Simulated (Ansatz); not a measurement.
Compare A (`CO[SiH2]S[SiH3]`) with its isomer B (`[SiH3]OC[SiH2]S`).

Program: Ansatz. Geometries: PBE0-D4/def2-TZVP. ΔE: electronic, gas phase. CCSD(T)/CBS adds triple-zeta CCSD(T) − MP2 to the extrapolated MP2 energy (def2 sets, frozen cores). DFT in def2-TZVPP. B3LYP here is the variant with VWN-RPA as its local correlation; programs differ in this. Each species was taken in one conformer, which may not be the lowest.

Q: Which is lower in electronic energy at CCSD(T)/CBS, and by how much? (An estimate is asked.)

A: Computed: A, by 88.3 kJ/mol.

Q: Give E(B) − E(A) in kJ/mol with B2PLYP, B3LYP, r2SCAN-D4, BLYP-D4, PBE-D4, CCSD(T)/def2-TZVPP, CCSD(T)/def2-SVP. (Best estimate.)

A: Ansatz gave: B2PLYP 84.6, B3LYP 81.4, r2SCAN-D4 90.6, BLYP-D4 83.3, PBE-D4 88.4, CCSD(T)/def2-TZVPP 84.7, CCSD(T)/def2-SVP 77.7. None reverses the order clearly.

Q: Does the order hold for the free energy at 298.15 K (harmonic terms from PBE0-D4)? (Estimate.)

A: Computed: Yes: G(B) − G(A) = +77.7 kJ/mol, for one conformer each. Modes under 60 cm⁻¹, often nearly free rotors, make the harmonic entropy too high.

Largest T1 diagnostic: 0.012.

The D4 term adds +4.1 kJ/mol with B3LYP and +2.1 kJ/mol with PBE0; it sums over pairs of atoms, weighted by their polarisabilities, and B3LYP, whose exchange is more repulsive, gets the larger term. At CCSD(T), def2-SVP lies −10.6 kJ/mol from the extrapolated value and def2-TZVPP −3.6 kJ/mol.
